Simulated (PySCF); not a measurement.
# UHF on Bi(2+) (bismuth, charge +2)

Configuration: [Xe] 4f14 5d10 6s1 6p1 6d1, one real determinant (an excited configuration). All numbers are calculated (PySCF 2.14, the spin-free X2C one-electron Hamiltonian (Gaussian nucleus), in aug-cc-pwCVTZ-DK3 (11s10p8d5f1g, 125 functions)).

* Total energy: -21525.528890 hartree
* One-electron energy: -29369.6574 hartree
* Hartree (Coulomb) energy: 8241.8534 hartree
* Exchange energy: -397.7249 hartree
* ⟨S²⟩: 3.7524
* ⟨L²⟩: 8.018
* Sum of ⟨r⟩: 45.14 bohr
* Sum of ⟨r²⟩: 62.41 bohr²
* Traceless quadrupole moment −½Σ⟨3z² − r²⟩ along its main axis: 2.31 e·bohr²
* Langevin diamagnetic susceptibility: -49.4 ×10⁻⁶ cm³/mol

| shell | electrons | mean orbital energy (hartree) | spread (hartree) | rms radius, mean of both spins (bohr) |
| --- | --- | --- | --- | --- |
| 1s α | 1 | -3344.97870 | 0 | 0.0178 |
| 1s β | 1 | -3344.97235 | 0 | 0.0178 |
| 2s α | 1 | -607.56212 | 0 | 0.0718 |
| 2s β | 1 | -607.55778 | 0 | 0.0718 |
| 2p α | 3 | -522.65221 | 0.00057 | 0.0664 |
| 2p β | 3 | -522.64997 | 0.00187 | 0.0664 |
| 3s α | 1 | -150.00627 | 0 | 0.183 |
| 3s β | 1 | -149.99965 | 0 | 0.183 |
| 3p α | 3 | -125.25089 | 0.00049 | 0.186 |
| 3p β | 3 | -125.24711 | 0.00454 | 0.186 |
| 3d α | 5 | -98.99082 | 0.00434 | 0.170 |
| 3d β | 5 | -98.98931 | 0.00417 | 0.170 |
| 4s α | 1 | -36.54095 | 0 | 0.400 |
| 4s β | 1 | -36.52898 | 0 | 0.400 |
| 4p α | 3 | -28.25069 | 0.00151 | 0.427 |
| 4p β | 3 | -28.24385 | 0.00834 | 0.427 |
| 4d α | 5 | -18.30533 | 0.00868 | 0.453 |
| 4d β | 5 | -18.30148 | 0.00885 | 0.453 |
| 5s α | 1 | -7.51064 | 0 | 0.891 |
| 5s β | 1 | -7.48071 | 0 | 0.891 |
| 4f α | 7 | -7.41943 | 0.00802 | 0.480 |
| 4f β | 7 | -7.41637 | 0.00925 | 0.480 |
| 5p α | 3 | -5.07712 | 0.00104 | 1.01 |
| 5p β | 3 | -5.06002 | 0.01730 | 1.01 |
| 5d α | 5 | -2.14133 | 0.01700 | 1.29 |
| 5d β | 5 | -2.11469 | 0.02433 | 1.29 |
| 6s α | 1 | -1.44715 | 0 | 2.20 |
| 6p α | 1 | -0.98712 | 0 | 2.66 |
| 6d α | 1 | -0.46709 | 0 | 4.33 |

⟨L²⟩ = 8.02 against 12 for a pure F term, so this real determinant mixes terms. Spin-orbit coupling, absent here, splits the open shell strongly. The outer electron is Rydberg-like, and this basis confines it to a smaller radius and binds it less than a complete one would.

Densities and radii are taken from the X2C orbitals without a picture-change correction, which distorts them close to the nucleus.

Spin-orbit constants ζ (cm⁻¹) from the X2C one-electron operator on these orbitals: bare nucleus, nucleus screened by l(l+1)(2l+1)/3 electrons, and screened by the Breit-Pauli mean field of the electrons.

```
shell      bare  screened nucleus  mean field
   2p  11470000          11200000         n/a
   3p   2597000           2535000         n/a
   3d    397600            349700         n/a
   4p    636000            620700         n/a
   4d     87330             76810         n/a
   4f     18710             12400         n/a
   5p    114600            111900         n/a
   5d     10980              9656         n/a
   6p     13850             13510         n/a
   6d     633.1             556.8         n/a
```

To first order the Landé constant is A = 1625 cm⁻¹, so the lowest level has J = 3/2 and lies 1.21 eV below the centre of the term. This holds in LS coupling only.
